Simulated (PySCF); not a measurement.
Isomers of C8H17N. Method used: PBE0-D3(BJ)/def2-SVP geometry optimisation, gas phase (PySCF 2.14.0). One conformer each; no zero-point energy, no entropy. No frequencies were run at this level. Point groups hold within 0.08 Å.

**Question.** Order them by energy at this level, lowest first, and give relative energies in kcal/mol.
A. `[CH3:1][CH2:2][CH2:3][CH2:4][N:5]1[CH2:6][CH2:7][CH2:8][CH2:9]1` with C1–C2–C3–C4 179°, C2–C3–C4–N5 174°, C3–C4–N5–C6 66°, C4–N5–C6–C7 167°, N5–C6–C7–C8 -18°, C6–C7–C8–C9 -8°, C7–C8–C9–N5 31°
B. `[CH2:1]=[N:2][C@H:3]([CH3:4])[CH2:5][C:6]([CH3:7])([CH3:8])[CH3:9]` with C1–N2–C3–C4 -106°, N2–C3–C5–C6 -62°
C. `[CH3:1][C:2]([CH3:3])([CH3:4])[C@@H:5]1[CH2:6][CH2:7][C@@H:8]1[NH2:9]` with C7–C8–N9–H 76° and -41°, C2–C5–C6–C7 -151°, C5–C6–C7–C8 19°, C6–C7–C8–N9 98°, C2–C5–C8–C7 149°
D. `[CH3:1][C:2]1([CH3:3])[CH2:4][CH2:5][CH2:6][CH2:7][NH:8][CH2:9]1` with C1–C2–C4–C5 159°, C2–C4–C5–C6 -86°, C4–C5–C6–C7 68°, C5–C6–C7–N8 -51°
E. `[CH3:1][N:2]([CH:3]1[CH2:4][CH2:5]1)[C:6]([CH3:7])([CH3:8])[CH3:9]` with C1–N2–C3–C4 -70°
F. `[CH3:1][N:2]([CH3:3])[CH:4]1[CH2:5][CH2:6][CH2:7][CH2:8][CH2:9]1` with C1–N2–C4–C5 70°, N2–C4–C5–C6 174°, C4–C5–C6–C7 56°, C5–C6–C7–C8 -55°, C6–C7–C8–C9 55°

**Answer.** D (0.0), F (1.9), A (5.1), C (15.7), B (16.6), E (27.8).

As drawn, the lowest has an N–H bond and a quaternary carbon, which the highest lacks; the highest has a three-membered ring, which the lowest lacks. Neighbours under 2.5 kcal/mol apart (CC1(C)CCCCNC1 and CN(C)C1CCCCC1; CC(C)(C)[C@@H]1CC[C@@H]1N and C=N[C@H](C)CC(C)(C)C) can change places with a better method, another conformer or zero-point energy.

```
                   SMILES      E (Eh)  E rel (kcal/mol)  dipole (D)  point group       A, B, C (MHz)
            CC1(C)CCCCNC1  -369.15244               0.0        0.88           C1    2413, 1313, 1095
            CN(C)C1CCCCC1  -369.14948               1.9        0.49           C1   2968, 1040, 933.2
              CCCCN1CCCC1  -369.14426               5.1        0.35           C1  4840, 639.8, 592.2
CC(C)(C)[C@@H]1CC[C@@H]1N  -369.12741              15.7        1.31           C1    2345, 1282, 1090
     C=N[C@H](C)CC(C)(C)C  -369.12606              16.6        1.29           C1   2326, 1083, 917.4
        CN(C1CC1)C(C)(C)C  -369.10821              27.8        0.50           C1    2440, 1247, 1051
```
